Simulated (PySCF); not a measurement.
Compound: C5H5FOSi.
Numbering: `[CH:1]#[C:2][Si@@H:3]([F:4])[C:5](=[O:6])[CH:7]=[CH2:8]` (hydrogens: H9 on C1; H10 on Si3; H11 on C7; H12, H13 on C8)

Structure used (GFN2-xTB), in Å, numbered top down from 1:
```
atom  x, y, z in Å
C1    -3.394   -0.185    0.068
C2    -2.368    0.436   -0.023
Si3   -0.782    1.363   -0.190
F4    -0.378    1.911    1.279
C5     0.593    0.116   -0.706
O6     0.759   -0.157   -1.880
C7     1.416   -0.487    0.365
C8     2.431   -1.298    0.092
H9    -4.293   -0.724    0.157
H10   -0.855    2.525   -1.054
H11    1.153   -0.221    1.379
H12    3.047   -1.738    0.858
H13    2.669   -1.540   -0.933
```

Method used: TDDFT B3LYP/def2-SVPD, vertical, gas phase, core orbitals frozen in the response (PySCF).

Kohn–Sham orbitals with the atoms that hold most of them (Löwdin shares over 4%, at most four atoms; ? is withheld):

```tsv
orbital	ε (eV)	atoms
HOMO-3	-8.66	C2 43%, C1 41%, Si3 5%, O6 4%
HOMO-2	-8.64	C2 44%, C1 43%, Si3 5%, H9 4%
HOMO-1	-8.26	C7 34%, C8 34%, O6 15%, C5 7%
HOMO	?	?
LUMO	-2.74	?
LUMO+1	-1.07	C1 26%, C2 25%, Si3 23%, H10 6%
LUMO+2	-0.50	C1 31%, C2 30%, Si3 15%, H9 7%
```

Question: Give the leading atoms of the LUMO.

Answer: C5 (bonded to C, O and Si) 26%; O6 (bonded to C) 23%; C8 (bonded to C and 2 H) 21%; C7 (bonded to 2 C and H) 14%. By element: carbon 61% or more, oxygen 23%.

Question: Which atoms hold the HOMO, and with what shares?

Answer: O6 (bonded to C) 52%; C5 (bonded to C, O and Si) 17%; Si3 (bonded to 2 C, F and H) 10%; C7 (bonded to 2 C and H) 9%. By element: oxygen 52%, carbon 25% or more, silicon 10%.

Question: What is the HOMO energy, and the HOMO–LUMO gap?

Answer: ε(HOMO) = -7.03 eV; the gap is 4.29 eV (0.1577 hartree).

Question: How does S1 compare with the orbital gap of 4.29 eV?

Answer: S1 is at 2.80 eV (f = 0.0029), 1.49 eV below the gap, made of HOMO→LUMO (98%). 

Question: One configuration dominates each of S1, S2 and S5. Which, and how do the shares of the two leading atoms of either orbital change from the occupied to the empty one?

Answer: 
- S1 (2.80 eV, f 0.0029), HOMO→LUMO (98%): O6 52% → 23%, C5 17% → 26%
- S2 (4.98 eV, f 0.0014), HOMO→LUMO+1 (95%): O6 52% → at most 7%, C5 17% → at most 7%, C1 at most 9% → 26%, C2 at most 9% → 25%
- S5 (5.35 eV, f 0.210), HOMO-1→LUMO (80%): C7 34% → 14%, C8 34% → 21%, C5 7% → 26%, O6 15% → 23%

One conformer stands for the species.
